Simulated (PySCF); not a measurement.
C₈H₁₀Si, SMILES C=Cc1ccc(cc1)[SiH3] (GFN2-xTB optimised geometry):

```
19

C     -1.097    -3.392    -0.001
C     -1.549    -2.143    -0.001
C     -0.749    -0.925     0.000
C     -1.400     0.310     0.000
C     -0.686     1.492     0.000
C      0.706     1.496     0.000
Si     1.702     3.096    -0.006
C      1.351     0.260     0.000
C      0.647    -0.925     0.000
H     -1.771    -4.231     0.000
H     -0.047    -3.633     0.000
H     -2.619    -1.976     0.000
H     -2.481     0.338     0.000
H     -1.219     2.432     0.001
H      0.783     4.231     0.086
H      2.619     3.096     1.137
H      2.477     3.177    -1.248
H      2.432     0.232     0.000
H      1.185    -1.860     0.000
```

Level of theory: PBE0/def2-SVP (PySCF).

Problem. What are the frontier orbital energies and the dipole moment?

Solution. HOMO-2 -8.70 eV, HOMO-1 -7.46 eV, HOMO -6.65 eV, LUMO -1.23 eV, LUMO+1 -0.22 eV; dipole moment 0.66 D.

Meta-Löwdin charges at PBE0/def2-SVP: C1 -0.23, C2 -0.09, C3 0.01, C4 -0.11, C5 -0.10, C6 -0.22, Si7 0.48, C8 -0.09, C9 -0.11, H10 0.11, H11 0.10, H12 0.10, H13 0.10, H14 0.10, H15 -0.09, H16 -0.09, H17 -0.09, H18 0.10, H19 0.11.
